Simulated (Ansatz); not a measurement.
System: CRe (charge 0, quartet). The spin state was set by rule; other spins were not relaxed. 
Geometry from a B3LYP-D3(BJ)/def2-TZVP (Ansatz, a program for electronic structure) optimisation:
SMILES: [C][Re]
```xyz
2

Re     0.0000     0.0000    -0.1255
C      0.0000     0.0000     1.5688
```
Charge 0, spin multiplicity 4.

Basis-set convergence of Hartree-Fock and MP2 correlation energies (hartree) with Ansatz. Valence correlation only, unless marked. UHF or UKS for open shells. Spin-orbit coupling is left out. The frozen core is the preceding noble-gas configuration, with the filled d and f shells of earlier blocks. Past Kr the def2 sets carry scalar-relativistic core potentials.

The UHF reference is spin-contaminated (<S^2> 1.24 over the pure value in the largest basis). The T1 diagnostic of CCSD in the largest basis is 0.109, which is high, so the coupled-cluster rows are less sure than usual.

```tsv
basis	functions	E(HF)	E(corr, MP2)
def2-SVP	46	-115.23058	-0.23370
def2-TZVPP	87	-115.29060	-0.29053
def2-QZVPP	145	-115.29333	-0.30647
```

Extrapolating the two largest sets (X = 3 and 4) as X^-3: E(corr) = (64·(-0.30647) - 27·(-0.29053))/37 = -0.3181 Eh, an estimate of the basis-set limit. The largest set recovers 96.3 % of it, the smallest 73.5 %.
